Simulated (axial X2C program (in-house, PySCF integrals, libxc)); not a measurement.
## Potential curves of BaH⁺, 2c

Calculated with an axial X2C code built on PySCF integrals. Two-component (2c) means X2C with spin–orbit coupling and atomic mean-field two-electron Coulomb and Gaunt terms. Basis: Ba dyall-cv3z [14s14p9d5f1g], H dyall-v3z [6s2p1d] (cores contracted in-house); Gaussian nuclei, density fitting, unrestricted open shells. Masses: Ba 137.905 u, H 1.008 u.

State: Ω = 0 (closed shell). Energies in eV from the fragments at the same level (Ba+ + H). Fits are polynomials in 1 − R0/R over 0.85 to 1.23 times the lowest point R0.

| R (Å) | CCSD | MP2 | CCSD(T) |
| --- | --- | --- | --- |
| 1.8444 |  | -1.8360 |  |
| 1.9292 | -2.2348 | -2.0371 | -2.2399 |
| 1.9928 | -2.3334 | -2.1308 | -2.3375 |
| 2.0564 | -2.3918 | -2.1837 | -2.3950 |
| 2.1200 | -2.4162 | -2.2023 | -2.4187 |
| 2.1942 | -2.4089 | -2.1878 | -2.4108 |
| 2.2684 | -2.3700 | -2.1412 | -2.3716 |
| 2.3638 | -2.2833 | -2.0438 | -2.2848 |
| 2.4804 |  | -1.8819 |  |
| 2.6500 |  | -1.5906 |  |

Correlated methods: 10 electrons correlated (number of frozen shells: Ba 4 s, 3 p, 2 d; H none), 230 virtual spin orbitals or spinors in MP2, 90 natural virtuals in coupled cluster.

Occupations by symmetry block were frozen at the best pattern of an incomplete PBE0 search. Closed shells are restricted here (equal orbitals for both partners); the stretched side of such a curve lies too high. Dissociation energies refer to the lowest single-determinant-based atoms at the same level and basis. CCSD and (T) use frozen natural virtuals with an MP2 correction for the truncation; (T) itself is uncorrected, so its De runs slightly low. Coupled cluster ran on the points near the minimum only. MP2 and coupled cluster on one determinant become unreliable at the stretched end.

(1) What are Re, ωe and De at the CCSD level?

(2) What are Re, ωe and De at the MP2 level?

(3) Fit the CCSD(T) curve near its minimum: give the equilibrium distance, the harmonic wavenumber and the well depth.

Results:

(1) At CCSD, 2c: Re = 2.141 Å, ωe ≈ 1340 cm⁻¹, De = 2.42 eV to Ba+ + H; Be follows as 3.67 cm⁻¹.

(2) At MP2, 2c: Re = 2.127 Å, ωe ≈ 1380 cm⁻¹, De = 2.20 eV to Ba+ + H; Be follows as 3.72 cm⁻¹.

(3) At CCSD(T), 2c: Re = 2.140 Å, ωe ≈ 1340 cm⁻¹, De = 2.42 eV to Ba+ + H; Be follows as 3.68 cm⁻¹.
